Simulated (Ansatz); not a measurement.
`[OH][GeH]([Cl])[Cl]` → 2 Cl• + Ge• + 2 H• + O•  (atomization)

Computed with Ansatz on PBE0-D4/def2-TZVP structures; ΔE is electronic, products minus reactants. CCSD(T)/CBS adds triple-zeta CCSD(T) − MP2 to the extrapolated MP2 energy (def2 sets, frozen cores). This one scheme is used for every species, atoms too. DFT in def2-TZVPP. No spin–orbit coupling; open shells (•) take unrestricted orbitals. Spin–orbit coupling would lower the free atoms: a little for Cl, O; clearly for Ge. For Ge outer-core shells are correlated without core-valence functions, so the limit isn't a true one: a few kJ/mol of doubt a bond, and 10 to 20 or more in all where bonds break to atoms. Scalar relativity is left out up to krypton. One conformer a species, not always the lowest.

`[OH][GeH]([Cl])[Cl]`:

Z-matrix (Å, degrees):
```
Ge
Cl 1 2.137
Cl 1 2.137 2 106.8
O 1 1.752 2 109.7 3 -118.8
H 1 1.521 2 111.2 3 121.6
H 4 0.961 1 113.6 2 58.9
```

```tsv
level	ΔE (kcal/mol)
B97M-V	451.0
CCSD(T)/def2-SVP	405.8
```

(1) What does CCSD(T)/CBS give? (Estimate.)

Largest T1 diagnostic among the species: 0.010.

Results:

(1) The calculation gave: +447.1 kcal/mol. The listed levels differ from it by 3.9, -41.3 kcal/mol.

Leaving LDA and LC-ωPBE aside and taking each functional with its dispersion term where it has one, the values, not all of them listed here, spread over 29.5 kcal/mol, from BHLYP-D4 to B97M-V. LDA lies +70.9 kcal/mol from PBE without D4, its usual overbinding. The D4 term adds +6.2 kcal/mol with B3LYP and +3.2 kcal/mol with PBE0; it sums over pairs of atoms, weighted by their polarisabilities, and B3LYP, whose exchange is more repulsive, gets the larger term. From BLYP to BHLYP (50 % exact exchange), in def2-TZVPP and without D4, ΔE moves by −11.4 kcal/mol: exact exchange takes away binding that semilocal exchange gives to molecules.

B3LYP here is the variant with VWN-RPA as its local correlation; programs differ in this.

For atomizations the MP2-based limit and the directly extrapolated one differ by several kJ/mol either way, and by 10 to 25 for some Ge, Se and Sn compounds, so smaller differences from it don't rank the levels.
